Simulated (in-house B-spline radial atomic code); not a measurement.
How numerical settings move a run on Ag+, [Kr] 4d10. Computed with an all-electron radial atomic-structure program (B-spline basis): scalar-relativistic (X2C) RPBE, spherical fractional occupations, Fermi nucleus of rms radius 4.5454 fm.

Command:
```bash
python run_scf.py task.json out
```
Settings of the sound reference run:
```
Z                47
electrons        46
configuration    [Kr] 4d10
hamiltonian      x2c
method           rpbe,pbe
spin_polarised   False
nucleus          fermi
rms_radius       4.5454
mass_number      107
atomic_mass      106.9051
speed_of_light   137.036
knot_spacing     0.22
spline_order     8
gauss_points     12
box_radius       35.29
max_iterations   70
damping          0.5
damped_steps     3
diis_vectors     10
tolerance        1e-08
start            Thomas-Fermi
```

Run time, properties included: 0.34 s on 1 thread of Arm Neoverse N1 (shared host).

It converges in 10 iterations to -5315.115046 hartree, with 4d at -15.5449 eV. The other runs change the listed settings, some to values that make no sense; their results aren't properties of the atom or ion. Radii are in bohr (the nuclear one in fm), a minus after a letter asks for a j subshell, and «unchanged» means within 1e-8 hartree. The run stops when the residual is below 10 × tolerance × max(1, Z/10), or a noise floor if that is larger, and the energy moves by less than 1e-8 × √|E| hartree; so very loose and very tight tolerances often act alike.

```tsv
changed settings	outcome
knot_spacing = 2	converged in 8 iterations, energy +3.98e+02 hartree from the reference, 4d level -3.4e+01 eV (the program warns: 4d reaches the box edge; 2s reaches the box edge)
box_radius = 3.53	converged in 9 iterations, energy +1.98e-01 hartree from the reference, 4d level +3.6e+00 eV (the program warns: 4d reaches the box edge; 4s reaches the box edge)
hamiltonian = dirac, method = tpss,tpss	stopped with error: meta-GGAs are not served with the Dirac Hamiltonian
box_radius = 17.64	converged in 10 iterations, energy -4.58e-07 hartree from the reference, 4d level -4.4e-06 eV
first_knot = 2.13e-06	converged in 9 iterations, energy +1.10e-05 hartree from the reference, 4d level +3.3e-05 eV
knot_spacing = 0.1	converged in 9 iterations, energy -5.86e-06 hartree from the reference, 4d level +7.8e-05 eV
first_knot = 0.00638	converged in 10 iterations, energy -5.75e-02 hartree from the reference, 4d level +1.3e-05 eV
knot_spacing = 0.75	converged in 10 iterations, energy +1.15e+01 hartree from the reference, 4d level -5.0e-01 eV (the program warns: 3s reaches the box edge; 3p reaches the box edge)
first_knot = 0.00213	converged in 10 iterations, energy +3.49e-02 hartree from the reference, 4d level -1.9e-05 eV
knot_spacing = 0.55	converged in 10 iterations, energy +2.20e-01 hartree from the reference, 4d level +5.1e-03 eV
box_radius = 1.41	converged in 8 iterations, energy +3.80e+01 hartree from the reference, 4d level +1.4e+02 eV (the program warns: 4d has a positive eigenvalue: unbound, held by the box; 4s has a positive eigenvalue: unbound, held by the box)
knot_spacing = 1.4	converged in 9 iterations, energy +5.88e+01 hartree from the reference, 4d level -3.2e+00 eV (the program warns: 4d reaches the box edge; 3s reaches the box edge)
first_knot = 0.0638	converged in 10 iterations, energy +4.12e+00 hartree from the reference, 4d level -1.6e-03 eV
box_radius = 141.16	converged in 10 iterations, energy +4.25e-07 hartree from the reference, 4d level +1.5e-06 eV
knot_spacing = 0.4	converged in 10 iterations, energy +1.16e-03 hartree from the reference, 4d level +6.1e-04 eV
box_radius = 5.29	converged in 9 iterations, energy +6.74e-03 hartree from the reference, 4d level +2.7e-01 eV (the program warns: 4d reaches the box edge; 4p reaches the box edge)
first_knot = 0.000213	converged in 10 iterations, energy -1.04e-04 hartree from the reference, 4d level -5.1e-05 eV
box_radius = 70.58	converged in 10 iterations, energy +3.39e-07 hartree from the reference, 4d level +8.2e-07 eV
electrons = 49, configuration = [Kr] 4d10 5s3, max_iterations = 75	stopped with error: shell 5s holds at most 2 electrons
knot_spacing = 1.4, spline_order = 7, max_iterations = 75, damping = 0.8, diis_vectors = 0	converged in 56 iterations, energy +9.60e+01 hartree from the reference, 4d level -1.1e+01 eV (the program warns: 4d reaches the box edge; 3s reaches the box edge)
spline_order = 3, max_iterations = 12, start = bare nucleus	not converged after 12 iterations, last residual 5.2e-07, last energy +1.49e-01 hartree from the reference
box_radius = 10.59	converged in 10 iterations, energy -5.18e-07 hartree from the reference, 4d level +6.5e-06 eV
```

(1) What happens with knot_spacing = 0.15?

(2) What happens with box_radius = 70.58, first_knot = 0.00213, max_iterations = 2, start = bare nucleus?

(3) What happens with box_radius = 2.12?

(4) What happens with spline_order = 3, box_radius = 141.16, max_iterations = 75, damping = 0, start = bare nucleus?

Answers

(1) Converged in 10 iterations, energy -3.66e-06 hartree from the reference, 4d level -2.5e-05 eV.

(2) Not converged after 2 iterations, last residual 5.0e+00, last energy +8.05e+02 hartree from the reference.

(3) Converged in 8 iterations, energy +4.61e+00 hartree from the reference, 4d level +3.3e+01 eV (the program warns: 4d has a positive eigenvalue: unbound, held by the box; 3d reaches the box edge).

(4) Converged in 14 iterations, energy +1.49e-01 hartree from the reference, 4d level -5.5e-03 eV.
